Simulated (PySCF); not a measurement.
# Excited states of Cl⁵⁺ (chlorine, charge +5)

Ground state [Ne] 3s2, ¹S. All numbers are calculated (PySCF 2.14, the non-relativistic Hamiltonian (point nucleus), in aug-cc-pV(D+d)Z with two added diffuse shells each of s, p, d type (7s6p5d, 50 functions)). Vertical excitation energies in eV without spin-orbit coupling; excited terms of each kind are numbered among those the solver found. Frozen: [He] 2s2.

```json
{"term": "1 3P°", "leading excitation": "3s → p", "EOM-EE-CCSD": "12.157"}
{"term": "1 1P°", "leading excitation": "3s → p", "EOM-EE-CCSD": "18.654"}
{"term": "1 3D", "leading excitation": "3s → d", "EOM-EE-CCSD": "36.774"}
{"term": "1 1D", "leading excitation": "3s → d", "EOM-EE-CCSD": "42.037"}
{"term": "1 3S", "leading excitation": "3s → s", "EOM-EE-CCSD": "50.929"}
{"term": "1 1S", "leading excitation": "3s → s", "EOM-EE-CCSD": "52.077"}
{"term": "2 3P°", "leading excitation": "3s → p", "EOM-EE-CCSD": "56.039"}
{"term": "2 1P°", "leading excitation": "3s → p", "EOM-EE-CCSD": "56.073"}
{"term": "2 3D", "leading excitation": "3s → d", "EOM-EE-CCSD": "64.138"}
{"term": "2 1D", "leading excitation": "3s → d", "EOM-EE-CCSD": "64.342"}
```

Only the lower part of the computed list is shown. Doubly excited terms such as np² are absent. The solver can miss terms.
